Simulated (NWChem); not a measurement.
# C4H5Cl; SMILES C=C=C(C)Cl

```xyz
10

C      0.6326    -2.4033     0.0000
C      0.1553    -1.1865     0.0000
C     -0.3384     0.0223     0.0000
C     -1.7928     0.3987     0.0000
Cl     0.7788     1.4112     0.0000
H      0.8433    -2.9352     0.9269
H      0.8433    -2.9352    -0.9269
H     -2.0368     0.9974    -0.8852
H     -2.0368     0.9974     0.8852
H     -2.4130    -0.5023     0.0000
```
Atoms are numbered in this order, from 1.

Coordinates come from a B3LYP/6-31G* (spherical d) optimisation.

### Question
Give the principal values of the shielding tensors (ppm) of C1, C2, C3, C4, Cl5 from PBE/pcSseg-1, GIAO (NWChem), with their diamagnetic and paramagnetic parts as GIAO splits them.

### Answer
| atom | σ11 | σ22 | σ33 | isotropic | diamagnetic | paramagnetic |
|---|---|---|---|---|---|---|
| C1 | 15.7 | 104.1 | 162.8 | 94.2 | 262.2 | -168.0 |
| C2 | -64.5 | -32.7 | -13.2 | -36.8 | 256.0 | -292.8 |
| C3 | 4.8 | 69.9 | 111.2 | 62.0 | 259.5 | -197.5 |
| C4 | 136.2 | 147.1 | 179.1 | 154.1 | 249.2 | -95.1 |
| Cl5 | 483.1 | 572.1 | 934.8 | 663.4 | 1147.6 | -484.2 |
